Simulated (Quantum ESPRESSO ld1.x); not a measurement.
Results of a calculation; reference values are marked as such.
Q: Radial electron density D(r) = 4 pi r^2 rho(r) of an atom or ion with 34 electrons. Level of theory: Dirac Kohn-Sham, BP86, spin-unpolarised, spherical densities, point nucleus (ld1.x of Quantum ESPRESSO 7.5).

```
   r/bohr * D(r) (the largest magnitude, 57.3, reaches the edge; | marks zero)
 0.001747 | *
 0.002018 | *
 0.002312 |  *
  0.00267 |  *
 0.003059 |   *
 0.003533 |    *
 0.004048 |      *
 0.004675 |       *
 0.005356 |         *
 0.006185 |            *
 0.007086 |              *
 0.008184 |                  *
 0.009451 |                     *
  0.01083 |                         *
  0.01251 |                             *
  0.01433 |                                 *
  0.01655 |                                     *
  0.01896 |                                         *
  0.02189 |                                           *
  0.02508 |                                             *
  0.02897 |                                             *
  0.03319 |                                            *
  0.03833 |                                          *
  0.04391 |                                        *
  0.05071 |                                      *
  0.05857 |                                     *
   0.0671 |                                       *
  0.07749 |                                          *
  0.08878 |                                               *
   0.1025 |                                                    *
   0.1175 |                                                      *
   0.1357 |                                                     *
   0.1554 |                                                 *
   0.1795 |                                          *
   0.2056 |                                   *
   0.2375 |                               *
   0.2743 |                                *
   0.3142 |                                  *
   0.3629 |                                      *
   0.4158 |                                      *
   0.4802 |                                   *
   0.5501 |                            *
   0.6353 |                    *
   0.7279 |             *
   0.8406 |        *
   0.9631 |      *
    1.112 |    *
    1.274 |    *
    1.472 |   *
      1.7 |  *
    1.947 | *
    2.249 |*
    2.576 |*
    2.976 |*
    3.409 *
    3.937 *
    4.511 *
    5.209 *
    5.968 *
    6.892 *
    7.896 *
```

What is the nuclear charge?

A: Z = 38. The innermost maximum, from 1s, lies near gamma/Z bohr with gamma = sqrt(1 - (Z/c)^2) = 0.961, here 0.0253 bohr (found: 0.0276), and its height grows with Z. The density is that of the strontium ion Sr4+ in [Ar] 3d10 4s2 4p2 4f2; the configuration itself is not fixed sharply by these data, and Z only to a few units. D(r) has 3 maxima, at r = 0.0276, 0.122, 0.396 bohr, and minima at 0.0567, 0.253 bohr, inside which lie 2.08, 11.05 electrons.
